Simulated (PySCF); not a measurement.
# Field gradients at the hydrogen positions

C7H5F4P.
Atom-mapped SMILES: `[F:1][C:2]([F:3])=[C:4]([F:5])[P:6]1[CH:7]=[CH:8][CH:9]([F:10])[CH:11]=[CH:12]1` (hydrogens: H13 on C7; H14 on C8; H15 on C9; H16 on C11; H17 on C12)

Structure used (GFN2-xTB), in Å, numbered top down from 1:
```xyz
17
C7H5F4P angstrom
F      2.7811    0.2294   -1.8207
C      3.0236   -0.2928   -0.6218
F      4.1409   -1.0009   -0.6309
C      2.1797   -0.1118    0.3867
F      2.4651   -0.6256    1.5939
P      0.6965    0.9728    0.2067
C     -0.1537    0.4914    1.7355
C     -1.4601    0.2714    1.7376
C     -2.2845    0.3406    0.4842
F     -3.4931   -0.2919    0.6825
C     -1.5705   -0.2799   -0.6824
C     -0.2744   -0.1045   -0.8921
H      0.4357    0.4543    2.6396
H     -2.0044    0.0000    2.6298
H     -2.5355    1.3900    0.2543
H     -2.1848   -0.8997   -1.3184
H      0.2315   -0.5309   -1.7450
```

Level: PBE0/pcSseg-1 (PySCF, non-relativistic); Q(2H) = 0.00286 b; rigid geometry, the same for H and D, with no vibrational averaging.

Task: Give the electric field gradient Vzz (the principal value of largest size), its asymmetry and the 2H coupling at each hydrogen.

Result: 
| atom | bonded to | bond length (Å) | Vzz (au) | η | χzz (kHz) |
| --- | --- | --- | --- | --- | --- |
| H13 | C7 | 1.080 | 0.3288 | 0.07 | 221 |
| H14 | C8 | 1.080 | 0.3274 | 0.06 | 220 |
| H15 | C9 | 1.103 | 0.2729 | 0.08 | 183 |
| H16 | C11 | 1.080 | 0.3275 | 0.06 | 220 |
| H17 | C12 | 1.079 | 0.3302 | 0.06 | 222 |

Task: A static deuteron (I = 1) shows a doublet split by (3/2)χ, (3/4)χ(1 + η) and (3/4)χ(1 − η) with the field along z, y and x of the gradient. What are these for H14?

Result: With |χ| = 220.0 kHz and η = 0.055: 330, 174 and 156 kHz, to first order and without motion.

One conformer (not necessarily the lowest) at the GFN2-xTB geometry, without solvent, vibrations or thermal averaging. GFN2-xTB bond lengths can be off by several hundredths of an ångström, more for odd bonds, and the gradients follow them. A larger basis could move these couplings by a tenth or more.

These values come from a run that also computed NMR shieldings. On Arm Neoverse N1, one thread, no GPU, shared host with 64 logical CPUs at a one-minute load of 46, this took 88 s of wall time and 1.1 GiB of memory at its peak.
